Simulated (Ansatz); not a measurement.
A structure relaxed at PBE0-D4/def2-TZVP in Ansatz, charge 0, singlet:

```xyz
4

B     0.195    0.582    0.570
B    -0.195   -0.582   -0.570
P    -0.168   -1.105    1.184
P     0.168    1.105   -1.184
```

(1) Give its formula and point group.

(2) Summarise the bond lengths by kind (pairs closer than 1.2 times the sum of covalent radii, bridged metal pairs left out).

Answers

(1) the cluster B₂P₂ (the lowest singlet isomer of a short search). Point group D2h (tolerance 0.1 Å).

(2) 4 × B–P 1.83 Å; 1 × B–B 1.68 Å.

The restricted singlet is unstable: a solution with broken spin symmetry lies lower. At PBE0-D4/def2-TZVP a triplet of charge 0 lies 0.87 eV below the restricted singlet, each at its own geometry. The structure comes from a short search, and lower isomers may exist.
